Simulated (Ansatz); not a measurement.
Basis-set extrapolation for C2H8AlB, SMILES `B[CH2][AlH][CH3]` (PBE0-D4/def2-TZVP geometry, frozen core, Ansatz). Multiplicity 1, RHF reference.

|  | def2-TZVPP | def2-QZVPP |
| --- | --- | --- |
| HF | -347.033160 | -347.045543 |
| MP2 correlation | -0.543347 | -0.577701 |
| CCSD(T) correlation | -0.617220 | not run |

Energies in hartree. Use E(X) = E(∞) + A·exp(−7.88·√X) for Hartree–Fock and E(X) = E(∞) + B·X^(−2.97) for correlation, with X = 3 and 4, and add CCSD(T) minus MP2 of the smaller set to the MP2 limit.

**Question.** What is the CCSD(T) energy at the basis-set limit?

**Answer.** HF limit: -347.045543 + (-0.012383) × 0.13774 = -347.04725. MP2 limit: -0.577701 + (-0.034354) × 0.74074 = -0.60315. Higher-order term: -0.617220 − (-0.543347) = -0.07387. Total: -347.72427 hartree, 46.4 kcal/mol below CCSD(T)/def2-TZVPP.
